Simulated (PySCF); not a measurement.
H4O4Ti, singlet, at a GFN2-xTB geometry (such geometries of metal compounds can be far from the true shape); PBE0/STO-3G (PySCF).

PySCF was given this input:
```python
from pyscf import gto, scf, dft

mol = gto.M(
    atom='''
Ti    0.000000    0.000000   -0.000000
O     1.245442   -0.582535   -1.055661
H     2.185943   -0.384121   -1.049071
O     0.701267    0.274956    1.561255
H     0.427849    0.889962    2.247523
O    -0.683229    1.493359   -0.554952
H    -1.413602    1.635366   -1.163509
O    -1.263481   -1.185780    0.049358
H    -1.200191   -2.141207   -0.034943
''',
    basis='sto-3g',
    charge=0,
    spin=0,
    verbose=4,
)

mf = dft.RKS(mol)
mf.xc = 'pbe0'
mf.kernel()
mf.analyze()
```

Problem. Predict the main parts of the log of this PySCF run.

Solution. 
```
PySCF version 2.14.0

[INPUT] verbose = 4
[INPUT] num. atoms = 9
[INPUT] num. electrons = 58
[INPUT] charge = 0
[INPUT] spin (= nelec alpha-beta = 2S) = 0
[INPUT] symmetry False subgroup None
[INPUT] Mole.unit = angstrom
[INPUT] Symbol           X                Y                Z      unit          X                Y                Z       unit  Magmom
[...]
nuclear repulsion = 339.052598537577
number of shells = 24
number of NR pGTOs = 126
number of NR cGTOs = 42
basis = sto-3g
ecp = {}

******** <class 'pyscf.dft.rks.RKS'> ********
method = RKS
initial guess = minao
damping factor = 0
level_shift factor = 0
DIIS = <class 'pyscf.scf.diis.CDIIS'>
diis_start_cycle = 1
diis_space = 8
diis_damp = 0
SCF conv_tol = 1e-09
SCF conv_tol_grad = None
SCF max_cycles = 50
direct_scf = True
direct_scf_tol = 1e-13
XC library pyscf.dft.libxc version 7.1.2
    S. Lehtola, C. Steigemann, M. J. T. Oliveira, and M. A. L. Marques,  SoftwareX 7, 1–5 (2018)
XC functionals = pbe0
    C. Adamo and V. Barone,  J. Chem. Phys. 110, 6158 (1999)
    M. Ernzerhof and G. E. Scuseria,  J. Chem. Phys. 110, 5029 (1999)
radial grids:
    Treutler-Ahlrichs [JCP 102, 346 (1995); DOI:10.1063/1.469408] (M4) radial grids

becke partition: Becke, JCP 88, 2547 (1988); DOI:10.1063/1.454033
pruning grids: <function nwchem_prune>
grids dens level: 3
symmetrized grids: False
atomic radii adjust function: <function treutler_atomic_radii_adjust>
small_rho_cutoff = 0
Set gradient conv threshold to 3.16228e-05
Initial guess from minao.
tot grids = 116464
init E= -1139.1669531618
[...]
cycle= 1 E= -1139.30517968605  delta_E= -0.138  |g|= 1.03  |ddm|= 4.09
[...]
cycle= 2 E= -1139.00102619105  delta_E= 0.304  |g|=  1.6  |ddm|= 2.82
[...]
cycle= 3 E= -1139.64478083821  delta_E= -0.644  |g|= 0.168  |ddm|= 1.73
[...]
cycle= 4 E= -1139.65583082464  delta_E= -0.011  |g|= 0.0217  |ddm|= 0.278
[...]
cycle= 5 E= -1139.6559807752  delta_E= -0.00015  |g|= 0.000186  |ddm|= 0.0265
[...]
cycle= 6 E= -1139.6559808034  delta_E= -2.82e-08  |g|= 5.65e-05  |ddm|= 0.000619
[...]
cycle= 7 E= -1139.65598080459  delta_E= -1.19e-09  |g|= 3.98e-06  |ddm|= 8.58e-05
[...]
cycle= 8 E= -1139.65598080459  delta_E= -6.82e-13  |g|= 3.83e-06  |ddm|= 1e-05
[...]
Extra cycle  E= -1139.65598080459  delta_E= 2.27e-12  |g|= 5.18e-06  |ddm|= 1.11e-05
converged SCF energy = -1139.65598080459
**** SCF Summaries ****
Total Energy =                       -1139.655980804585170
Nuclear Repulsion Energy =             339.052598537576785
One-electron Energy =                -2242.098575799044283
Two-electron Energy =                  763.389996456882272
Two-electron Coulomb Energy =          840.976638202628237
DFT Exchange-Correlation Energy =      -77.586641745746007
HOMO-LUMO gap [eV] =                    10.202832491910161
**** MO energy ****
[...]
 ** Mulliken pop on meta-lowdin orthogonal AOs  **
 ** Mulliken pop  **
 ** Mulliken atomic charges  **
charge of    0Ti =      0.79988
charge of    1O =     -0.36605
charge of    2H =      0.16608
charge of    3O =     -0.36605
charge of    4H =      0.16608
charge of    5O =     -0.36605
charge of    6H =      0.16608
charge of    7O =     -0.36605
charge of    8H =      0.16608
Dipole moment(X, Y, Z, Debye): -0.00002, -0.00001,  0.00001
```
